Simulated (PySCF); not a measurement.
C$_{2}$H$_{10}$OSi$_{4}$: full NMR table

```
Formula                               : C2H10OSi4
SMILES                                : C#C[Si@@H](O)[SiH]([SiH3])[SiH3]
Point group of the computed structure : C1
Degrees of unsaturation               : 2
Carbon signals                        : 2
Proton signals                        : 6
```

Atom-mapped SMILES (the numbers label the heavy atoms): `[CH:1]#[C:2][Si@@H:3]([OH:4])[SiH:5]([SiH3:6])[SiH3:7]` (H(Xn): hydrogen on atom n).

PySCF calculation with GIAO PBE0/pcSseg-1 shieldings and structure optimised with GFN2-xTB; isolated molecule, a single conformation, fast rotation and ring inversion assumed for equivalent nuclei, non-relativistic Hamiltonian.

References, each an isolated molecule treated in the same way: ¹H, ¹³C, ²⁹Si against TMS; ¹⁷O against H2O.

| carbon | δC, type | δH (multiplicity) | HMBC from (2–3 bonds) | span of the C tensor (ppm) |
| --- | --- | --- | --- | --- |
| C1 | 105.5, CH | 2.26 (d) | H(Si3) | 234 |
| C2 | 91.8, C | – | H(Si3), H(Si5), H(C1) | 296 |

Other nuclei:
```tsv
atoms	nucleus	environment	δ (ppm)	σ (ppm)
H(Si3)	¹H	hydrogen on a silicon bonded to C, O, Si	5.77	25.95
H(Si6)	¹H	hydrogen on a silicon bonded to Si	3.72	28.00
H(Si7)	¹H	hydrogen on a silicon bonded to Si	3.66	28.06
H(Si5)	¹H	hydrogen on a silicon bonded to 3 Si	3.07	28.65
H(O4)	¹H	hydrogen on an oxygen bonded to Si	1.15	30.56
Si3	²⁹Si	silicon bonded to C, O, Si, H	-26.7	375.8
Si6	²⁹Si	silicon bonded to Si, 3 H	-111.8	461.0
Si7	²⁹Si	silicon bonded to Si, 3 H	-114.1	463.2
Si5	²⁹Si	silicon bonded to 3 Si, H	-144.2	493.3
O4	¹⁷O	oxygen bonded to Si, H	29.3	306.8
```

Carbon types of the structure: 1 × C, 1 × CH, leaving 9 H on heteroatoms. δC 105.5: terminal alkyne carbon. δC 91.8: alkyne carbon; the triple bond shields along its axis, which puts it between sp3 and sp2 carbons. δH 5.77: hydrogen on a silicon bonded to C, O, Si. δH 2.26: hydrogen on a terminal alkyne carbon; it lies on the axis of the triple bond, in its shielding cone. δH 1.15: hydrogen on an oxygen bonded to Si; labile proton, position sensitive to the medium.

OH and NH positions are those of a molecule without intermolecular hydrogen bonds; in solution they move with solvent, concentration and temperature, and exchange usually removes their couplings. Shifts are as computed. Against solution values, carbons near 30 ppm lie about +3 ppm off and those near 130 ppm about +5 ppm. Of 1309 compounds with measured shifts, 239 miss one by over three times the rms of a fit or turn the order of signals round; such compounds aren't used in these exercises. Experimental scales use liquid or dissolved standards, which lie at an offset from isolated H2O (liquid H2O: subtract about 36 ppm). Multiplicities follow the n + 1 count of equivalent neighbours, as no J values were calculated; m marks all less simple cases, F and P coupling included.
